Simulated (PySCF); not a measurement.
CrO2F, SMILES [Cr](=[O])([F])=[O] (connectivity only; charge and spin as stated), neutral, multiplicity 2.

Geometry optimised at PBE0-D3(BJ)/def2-SVP. A frequency run showed that this geometry is not a minimum. The spin state was assumed, not searched. The isomer is the one that the SMILES or the coordinates give; other isomers of the formula were not compared.

All values below come from PBE0/def2-TZVPD in PySCF.

Gas-phase values at a fixed geometry.

```json
{
  "total_energy": "-1294.43695 hartree",
  "point_group": "C2v",
  "α spin, highest occupied and lowest empty level": "-9.11 and -4.75 eV",
  "β spin, highest occupied and lowest empty level": "-10.10 and -4.07 eV",
  "dipole_moment": "0.47 D",
  "quadrupole, principal values (traceless, Buckingham form, about the centre of nuclear charge)": "-4.57, -2.67, 7.24 D·Å",
  "mean_static_polarisability": "35.5 bohr³ (5.26 Å³)",
  "polarisability_principal_values": "25.6, 36.7, 44.1 bohr³",
  "⟨S²⟩": "0.802 (pure state 0.75)"
}
```
